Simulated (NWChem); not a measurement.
CH$_{2}$F$_{2}$O$_{2}$Si; SMILES O=C(O)[SiH](F)F

```xyz
8

O      1.2860     1.4718     0.0000
C      0.1320     1.1056     0.0000
O     -0.9203     1.9604     0.0000
Si    -0.4052    -0.7325     0.0000
F      0.2398    -1.4080    -1.2984
F      0.2398    -1.4080     1.2984
H     -0.5529     2.8693     0.0000
H     -1.8641    -0.9432     0.0000
```
Atoms are numbered in this order, from 1.

Computed with NWChem. Pople sets run with spherical d functions. Geometry: optimised at B3LYP/6-31G* (spherical d). Level: M06-2X/6-31G* with SMD (1 M gas to 1 M solution), gas-phase geometry. Reactions with the solvent are ignored.

**Question.** What does the run give for solvent cyclohexanone? Quantities: solvation free energy (kcal/mol); cavity-dispersion-structure term (kcal/mol); dipole in solution (D).

**Answer.** 
```
Item                                         Value
-------------------------------------------  -----
solvation free energy (kcal/mol)              -4.9
cavity-dispersion-structure term (kcal/mol)   -0.3
dipole in solution (D)                        3.15
```
